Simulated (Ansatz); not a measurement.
`B[SiH](O)F` + H₂ → `B[SiH2]F` + H₂O at 500 K and 1 bar (hydrogenolysis of the Si–O bond).

Calculated with Ansatz (gas phase, PBE0-D4/def2-TZVP geometries, no zero-point term in ΔE). CCSD(T)/CBS adds triple-zeta CCSD(T) − MP2 to the extrapolated MP2 energy (def2 sets, frozen cores). This one scheme is used for every species. One conformer a species, not always the lowest.

```json
{"species": "`B[SiH](O)F`", "CCSD(T)/CBS energy (Eh)": "-491.32150", "H − E (kJ/mol)": "161.5", "S (J/(mol·K))": "375.2"}
{"species": "H₂", "CCSD(T)/CBS energy (Eh)": "-1.17544", "H − E (kJ/mol)": "41.0", "S (J/(mol·K))": "145.5"}
{"species": "`B[SiH2]F`", "CCSD(T)/CBS energy (Eh)": "-416.08532", "H − E (kJ/mol)": "136.3", "S (J/(mol·K))": "334.6"}
{"species": "H₂O", "CCSD(T)/CBS energy (Eh)": "-76.37941", "H − E (kJ/mol)": "73.2", "S (J/(mol·K))": "206.3"}
```

H − E and S are ideal-gas, rigid-rotor, harmonic terms from PBE0-D4/def2-TZVP, for one conformer and one mirror image of each species. The MP2-based limit puts H₂ 0.8 mEh under its directly extrapolated value; such offsets cancel only in part. 1 Eh = 2625.50 kJ/mol, R = 8.31446 J/(mol·K).

Problem. By hand: ΔE, ΔH, ΔS and ΔG.

Solution. ΔE = (-416.08532) + (-76.37941) − (-491.32150) − (-1.17544) = 0.03221 Eh = 84.6 kJ/mol. Δ(H − E) = 136.3 + 73.2 − 161.5 − 41.0 = 7.0, so ΔH = 91.6 kJ/mol. ΔS = 334.6 + 206.3 − 375.2 − 145.5 = 20.2 J/(mol·K). ΔG = 91.6 − 500 × (20.2)/1000 = 81.5 kJ/mol.

Problem. By hand: the equilibrium constant, and the temperature at which ΔG would vanish if ΔH and ΔS stayed fixed.

Solution. log₁₀ K = −ΔG/(RT ln 10) = -8.5. ΔG = 0 at ΔH/ΔS = 4535 K, far beyond where these terms or the molecules hold.

ΔH outweighs TΔS. A doubt of 5 kJ/mol in ΔE shifts log₁₀ K by 0.5 here. Other conformers and mirror images would add mixing entropy, several J/(mol·K) or more a flexible species. These are equilibria of isolated gas molecules and say nothing of rates. Largest T1 diagnostic: 0.012 (customary marks: 0.02 for closed shells, 0.045 for open ones).
